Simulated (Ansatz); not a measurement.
Born–Oppenheimer molecular dynamics of AlBH8Si2 (12 atoms, charge 0, multiplicity 1). It goes on from the last frame of an earlier run, with new velocities.

Method: Ansatz, UKS PBE0-D4/STO-3G.

* ensemble: NVT, Nosé–Hoover chain
* time step: 0.5 fs
* steps asked: 237
* set temperature: 3000 K
* thermostat: time constant 3 fs, chain length 1
* seed: 84065

First frame:

```xyz
12
Properties=species:S:1:pos:R:3
Al -1.563 1.478 -0.372
B -0.074 0.155 0.061
Si -0.100 -0.981 1.701
Si 1.278 -0.149 -1.426
H -2.792 0.869 -1.022
H -1.543 2.902 0.072
H 0.823 -2.043 1.294
H -1.383 -1.676 1.696
H 0.127 -0.279 2.956
H 1.749 1.177 -1.801
H 0.755 -1.041 -2.450
H 2.537 -0.731 -0.985
```

Question: How far do the bonds stretch over the last three quarters of this one trajectory? (Pairs bonded in most of those frames.)

Answer: 
| bond | mean (Å) | spread (Å) | shortest | longest |
| --- | --- | --- | --- | --- |
| Al1–B2 | 2.359 | 0.271 | 2.09 | 2.98 |
| Al1–Si3 | 2.613 | 0.337 | 2.12 | 3.18 |
| Al1–H5 | 1.529 | 0.045 | 1.42 | 1.59 |
| Al1–H6 | 1.554 | 0.128 | 1.29 | 1.83 |
| B2–Si3 | 1.855 | 0.094 | 1.67 | 1.96 |
| B2–Si4 | 2.013 | 0.141 | 1.77 | 2.29 |
| B2–H9 | 1.258 | 0.158 | 0.95 | 1.55 |
| Si3–H7 | 1.471 | 0.055 | 1.37 | 1.62 |
| Si3–H8 | 1.459 | 0.013 | 1.43 | 1.51 |
| Si4–H10 | 1.488 | 0.100 | 1.30 | 1.68 |
| Si4–H11 | 1.460 | 0.045 | 1.37 | 1.55 |
| Si4–H12 | 1.467 | 0.065 | 1.36 | 1.62 |

Mean temperature of the second half: 2899 K. The conserved energy stayed within 4.3 meV per atom of its start (net change 1.2 meV per atom), so there is no drift, though single steps change it by up to 26 meV in the whole system, a sign of fast motions only just resolved. A run of 0.12 ps of so small a system gives no equilibrium averages. The orbitals stay closed-shell, which can raise the energy where a bond breaks towards radicals; this wasn't checked here. Limits of this set-up: minimal basis.

Run time: 12 min on 1 thread of Intel(R) Xeon(R) Platinum 8488C (Sapphire Rapids), on a shared host, peak memory 0.22 GiB.
